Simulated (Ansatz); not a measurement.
Consider the substitution at a C–N bond: `C=C(F)N[SiH3]` + HBr → `C=C(F)Br` + `N[SiH3]`.

Isolated molecules relaxed with PBE0-D4/def2-TZVP in Ansatz; ΔE leaves out vibrations. CCSD(T)/CBS is the MP2 limit (def2-TZVPP, def2-QZVPP) plus CCSD(T) − MP2 in def2-TZVPP, frozen cores. This one scheme is used for every species. DFT in def2-TZVPP. For Br outer-core shells are correlated without core-valence functions, which leaves a few kJ/mol of doubt a bond. Scalar relativity is left out up to krypton. One conformer a species, not always the lowest.

```json
{"level": "B97M-V", "ΔE (kJ/mol)": "42.1"}
{"level": "CCSD(T)/def2-SVP", "ΔE (kJ/mol)": "65.1"}
```

Problem. What does CCSD(T)/CBS give? (An estimate is asked.)

Solution. Ansatz gave: +36.9 kJ/mol. The listed levels differ from it by 5.2, 28.2 kJ/mol.

Largest T1 diagnostic among the species: 0.012.

In def2-TZVPP, CCSD(T) changes the Hartree–Fock value by −12.9 kJ/mol (the triples alone add −2.2 kJ/mol) and MP2 by −15.0 kJ/mol. Leaving LDA and LC-ωPBE aside and taking each functional with its dispersion term where it has one, the values, not all of them listed here, spread over 11.4 kJ/mol, from BLYP-D4 to BHLYP-D4. LDA lies +14.6 kJ/mol from PBE without D4. From PBE to PBE0 (25 % exact exchange), in def2-TZVPP and without D4, ΔE moves by +6.4 kJ/mol.
